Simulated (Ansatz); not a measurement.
Z-matrix (Å, degrees):
```
Sn
F 1 1.891
F 1 1.891 2 105.0
F 1 1.891 2 105.0 3 110.4
H 1 1.682 2 113.7 3 -124.8
```

Total charge 0; spin multiplicity 1. Sn takes the def2 core potential.

(1) List the PBE/def2-TZVPP orbital energies in eV (the Gaussian-basis code of Ansatz). (Best estimate.)

Answers

(1) The calculation gave: Occupied: -659.75, -659.75, -659.75, -135.03, -91.00, -91.00, -90.95, -29.72, -29.72, -29.26, -27.41, -27.41, -27.31, -26.42, -26.42, -14.00, -10.98, -10.98, -10.95, -9.74, -9.74, -9.57, -9.57, -9.47, -9.29. Lowest empty: -3.15, -1.27, -1.27, 1.15, 1.63, 2.95, 2.95, 3.79.
